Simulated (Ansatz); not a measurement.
`[OH][Sn][F]`. Charge 0, multiplicity 1. Sn: def2 effective core potential.

```xyz
4

O     0.8235    0.2397   -0.3975
Sn   -0.7532   -0.7637    0.2237
F    -1.5479    0.7860    1.0649
H     1.4777   -0.2620   -0.8911
```

(1) What are the harmonic wavenumbers in cm⁻¹ at PBE0-D4/def2-TZVP (Ansatz, finite differences of forces, unscaled)? (Best estimate.)

(2) Is this a minimum?

(3) Give the ideal-gas thermochemistry at 298.15 K and 1 bar (rigid rotor, harmonic oscillator; point group Cs, symmetry number 1).

Results:

(1) The calculation gave: 202, 379, 590, 615, 707, 3884.

(2) Yes, all 6 modes are real.

(3) Zero-point energy 38.1 kJ/mol; H(298) − E = 51.5 kJ/mol; entropy 292.7 J/(mol·K), of which translation 171.7, rotation 102.8, vibration 18.2; G(298) − E = -35.7 kJ/mol.
